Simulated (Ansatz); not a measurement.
Ansatz (a quantum-chemistry and plane-wave program) input (CCSD(T)/aug-cc-pV(D+d)Z):
A basis named .json is the Basis Set Exchange file of that set.

Ansatz 0.2 input:
```yaml
crystal:
  periodic: [false, false, false]
  atoms:
    - {symbol: Si, position_ang: [0.03050010, -1.30183198, 0.66229852]}
    - {symbol: O, position_ang: [1.37595055, -0.52004313, 0.14740958]}
    - {symbol: Si, position_ang: [2.09979190, 0.92040180, -0.17333443]}
    - {symbol: O, position_ang: [-1.30800471, -0.63943882, -0.01062730]}
    - {symbol: Si, position_ang: [-2.15730007, 0.71006130, -0.40774511]}
    - {symbol: H, position_ang: [0.12365221, -2.70590042, 0.16810927]}
    - {symbol: H, position_ang: [2.42645471, 0.98805252, -1.61396591]}
    - {symbol: H, position_ang: [1.18618283, 2.03386537, 0.17626428]}
    - {symbol: H, position_ang: [3.33845413, 1.02847855, 0.62643056]}
    - {symbol: H, position_ang: [-2.32714759, 1.57259766, 0.78375079]}
    - {symbol: H, position_ang: [-1.43333602, 1.46598052, -1.45510239]}
    - {symbol: H, position_ang: [-3.47971405, 0.29194592, -0.91681040]}
basis:
  gaussian:
    orbitals: aug-cc-pV_D+d_Z.json
magnetization: {spin_polarized: true, initial_magnetization: 1}
correlation: {method: ccsd_t, electrons: outside_noble_gas}
output: {forces: true}
```

Output:

```
Functional definition: HF
integrals: 1.80 GiB planned
2063 factors; integrals over basis functions are off by at most 6.0e-4 eV
1.18 GiB of device memory are held for the factors and their scratch space
mean field: 1.47 GiB planned
mean field evaluation 1: about -27770.5381 eV, gradient 3.6e1 eV
mean field evaluation 2: about -27770.5391 eV, gradient 3.6e1 eV
mean field evaluation 4: about -27776.3424 eV, gradient 3.3e0 eV
mean field evaluation 8: about -27776.4820 eV, gradient 3.6e-3 eV
mean field evaluation 16: about -27776.4777 eV, gradient 2.7e-1 eV
mean field -27776.48197863 eV, -1020.7668851389 hartree, gradient 2.1e-6 eV, S^2 0.754382; 0 other end points of the search recorded, 0 dependent functions left out
17 core orbitals not correlated
reference -27776.48197863 eV, -1020.7668851389 hartree; 16, 15 occupied and 172, 173 virtual orbitals, 2063 factors
densities: 12.97 GiB planned
second order -18.71634872 eV of doubles, -0.00000000 eV of singles
coupled cluster: 9.35 GiB planned
cycle   1  -19.55468309 eV  change   -8.4e-1 eV  update   1.2e-1
cycle   2  -20.17528740 eV  change   -6.2e-1 eV  update   3.7e-2
cycle   3  -20.34810628 eV  change   -1.7e-1 eV  update   2.0e-2
cycle   4  -20.34148254 eV  change    6.6e-3 eV  update   5.5e-3
cycle   5  -20.33947547 eV  change    2.0e-3 eV  update   2.8e-3
cycle   6  -20.34040323 eV  change   -9.3e-4 eV  update   1.1e-3
cycle   7  -20.34029489 eV  change    1.1e-4 eV  update   4.4e-4
cycle   8  -20.34036338 eV  change   -6.8e-5 eV  update   1.5e-4
cycle   9  -20.34044867 eV  change   -8.5e-5 eV  update   5.5e-5
cycle  10  -20.34043941 eV  change    9.3e-6 eV  update   2.1e-5
cycle  11  -20.34043757 eV  change    1.8e-6 eV  update   9.3e-6
cycle  12  -20.34044351 eV  change   -5.9e-6 eV  update   4.0e-6
perturbative correction -0.58018165 eV, -0.0213212825 hartree
the calculation of the forces begins
1.18 GiB of device memory are held for the factors and their scratch space
Total energy: -27797.40260379 eV, -1021.5357039331 hartree
Atom 0 at     0.030500    -1.301832     0.662299 Å, force    -0.003390    -0.595408     0.598343 eV/Å
Atom 1 at     1.375951    -0.520043     0.147410 Å, force     0.420061    -0.543115    -0.101029 eV/Å
Atom 2 at     2.099792     0.920402    -0.173334 Å, force     0.336982     0.779625    -0.143948 eV/Å
Atom 3 at    -1.308005    -0.639439    -0.010627 Å, force    -0.328088    -0.564985    -0.163260 eV/Å
Atom 4 at    -2.157300     0.710061    -0.407745 Å, force    -0.406461     0.757528    -0.160023 eV/Å
Atom 5 at     0.123652    -2.705900     0.168109 Å, force     0.000844    -0.058815     0.023542 eV/Å
Atom 6 at     2.426455     0.988053    -1.613966 Å, force     0.024449     0.002728    -0.113453 eV/Å
Atom 7 at     1.186183     2.033865     0.176264 Å, force    -0.079950     0.112168     0.034860 eV/Å
Atom 8 at     3.338454     1.028479     0.626431 Å, force     0.090930     0.008271     0.063992 eV/Å
Atom 9 at    -2.327148     1.572598     0.783751 Å, force    -0.013123     0.073764     0.096592 eV/Å
Atom 10 at    -1.433336     1.465981    -1.455102 Å, force     0.057710     0.067630    -0.094825 eV/Å
Atom 11 at    -3.479714     0.291946    -0.916810 Å, force    -0.099962    -0.039392    -0.040792 eV/Å
Dipole moment:    -0.004532     0.136571    -0.017801 e Å
```

It need not be the lowest isomer of its formula.
